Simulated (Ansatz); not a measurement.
Consider the substitution at a C–C bond: `C[C@@H]1[AlH][Si@H]1[SiH3]` + `OC1=CC1` → `COC1=CC1` + `[SiH3][SiH]1[CH2][AlH]1`.

Calculated with Ansatz (gas phase, PBE0-D4/def2-TZVP geometries, no zero-point term in ΔE). CBS: MP2 limit from def2 TZ/QZ plus the TZ coupled-cluster correction, frozen cores. Functionals use def2-TZVPP. B3LYP here is the variant with VWN-RPA as its local correlation; programs differ in this. Each species was taken in one conformer, which may not be the lowest.

`C[C@@H]1[AlH][Si@H]1[SiH3]`:

Z-matrix (Å, degrees):
```
C
C 1 1.514
H 1 1.094 2 111.8
H 1 1.095 2 112.2 3 -120.9
H 1 1.093 2 110.9 3 119.5
Al 2 1.947 1 137.9 3 -67.9
Si 2 1.934 1 124.3 3 -172.6
H 2 1.109 1 111.3 3 62.7
H 6 1.583 2 143.6 1 52.5
Si 7 2.330 2 119.4 1 -94.3
H 7 1.496 2 109.6 1 35.9
H 10 1.490 7 112.5 2 73.3
H 10 1.489 7 111.0 2 -165.2
H 10 1.489 7 108.6 2 -46.2
```

`OC1=CC1`:

```xyz
8

O     0.726    0.874    1.460
C     0.373    0.132    0.418
C     0.648   -0.833   -0.385
C    -0.671   -0.092   -0.600
H     0.036    1.525    1.622
H     1.271   -1.629   -0.750
H    -0.771    0.598   -1.442
H    -1.612   -0.574   -0.322
```

`COC1=CC1`:

```xyz
11

C    -0.047    1.883    0.119
O    -0.502    0.802   -0.686
C    -0.130   -0.378   -0.237
C     0.481   -1.124    0.622
C    -0.235   -1.810   -0.542
H    -0.410    2.795   -0.350
H     1.046    1.892    0.159
H    -0.447    1.797    1.132
H     1.070   -1.287    1.505
H    -1.176   -2.335   -0.361
H     0.350   -2.234   -1.360
```

`[SiH3][SiH]1[CH2][AlH]1`:

Cartesian coordinates in Å:
```
Si -1.835 -0.169 -0.779
Si -0.232 0.311 0.834
C 1.498 0.646 0.033
Al 1.608 -1.114 0.859
H -3.024 -0.836 -0.183
H -2.297 1.036 -1.527
H -1.222 -1.106 -1.764
H -0.701 1.281 1.863
H 2.076 1.380 0.607
H 1.545 0.907 -1.024
H 2.585 -2.335 1.082
```

```
             level  ΔE (kJ/mol)  difference from CCSD(T)/CBS
            PBE-D4         28.4                          1.8
         r2SCAN-D4         23.8                         -2.8
           PBE0-D4         28.1                          1.5
          B3LYP-D4         21.6                         -5.0
           ωB97X-V         20.5                         -6.1
           ωB97M-V         23.8                         -2.8
            B2PLYP         22.3                         -4.3
               PBE         27.5                          0.9
            r2SCAN         23.4                         -3.2
              PBE0         27.1                          0.5
             B3LYP         20.2                         -6.4
     HF/def2-TZVPP         12.0                        -14.6
    MP2/def2-TZVPP         28.9                          2.3
SCS-MP2/def2-TZVPP         24.5                         -2.1
   CCSD/def2-TZVPP         23.5                         -3.1
CCSD(T)/def2-TZVPP         24.8                         -1.8
     HF/def2-QZVPP         11.8                        -14.8
    MP2/def2-QZVPP         29.9                          3.3
SCS-MP2/def2-QZVPP         25.7                         -0.9
      HF/CBS(def2)         11.8                        -14.8
     MP2/CBS(def2)         30.8                          4.2
    CCSD/CBS(def2)         25.3                         -1.3
       CCSD(T)/CBS         26.6                            0
```

Largest T1 diagnostic among the species: 0.014.

In def2-TZVPP, CCSD(T) changes the Hartree–Fock value by +12.7 kJ/mol (the triples alone add +1.3 kJ/mol) and MP2 by +16.9 kJ/mol.
